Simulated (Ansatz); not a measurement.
`O/C=C(/O)CF` + `[AlH3]` → `O/C=C(/O)[CH2][AlH2]` + H–F  (formal exchange of groups at a C–F bond)

Isolated molecules relaxed with PBE0-D4/def2-TZVP in Ansatz; ΔE leaves out vibrations. CCSD(T)/CBS is the MP2 limit (def2-TZVPP, def2-QZVPP) plus CCSD(T) − MP2 in def2-TZVPP, frozen cores. This one scheme is used for every species. Double bonds are as drawn, so ΔE can hold a change between cis and trans. DFT in def2-TZVPP. Each species was taken in one conformer, which may not be the lowest.

```json
{"level": "r2SCANh-D4", "ΔE (kcal/mol)": "-27.1"}
{"level": "SCS-MP2/def2-QZVPP", "ΔE (kcal/mol)": "-24.1"}
```

What does CCSD(T)/CBS give? (Best estimate.)

Ansatz gave: -25.5 kcal/mol. The listed levels differ from it by -1.6, 1.4 kcal/mol.

What do rigid-rotor, harmonic-oscillator terms from PBE0-D4/def2-TZVP frequencies (298.15 K, 1 bar) make of the CCSD(T)/CBS value? (Best estimate.)

Computed: ΔZPE = +0.7 kcal/mol, ΔH = -24.5 kcal/mol, ΔS = -25 J/(mol·K), ΔG = -22.7 kcal/mol. Modes under 50 cm⁻¹ make the entropy rough.

Largest T1 diagnostic among the species: 0.013.

Leaving LDA and LC-ωPBE aside and taking each functional with its dispersion term where it has one, the values, not all of them listed here, spread over 7.5 kcal/mol, from r2SCAN-D4 to CAM-B3LYP-D4. LDA lies −4.6 kcal/mol from PBE without D4. At CCSD(T), def2-SVP lies +8.0 kcal/mol from the extrapolated value and def2-TZVPP +1.1 kcal/mol. In def2-TZVPP, CCSD(T) changes the Hartree–Fock value by −13.3 kcal/mol (the triples alone add −2.1 kcal/mol) and MP2 by −17.7 kcal/mol.
